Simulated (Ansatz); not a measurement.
Species: C2H5O2, SMILES `CO/C=[O+]\[H]` (C–O–C–O torsion 0°) (charge 1, multiplicity 1), formula C$_{2}$H$_{5}$O$_{2}$.

Task: How many basis functions does frozen-core CCSD(T)/cc-pVTZ // TPSSh-D3(BJ)/def2-TZVP (Ansatz, an electronic-structure program) use, how many core orbitals are frozen, and how many electrons are correlated?

Result: 190 basis functions and 4 frozen orbitals, which leaves 24 correlated electrons. Core time is of the order of minutes.
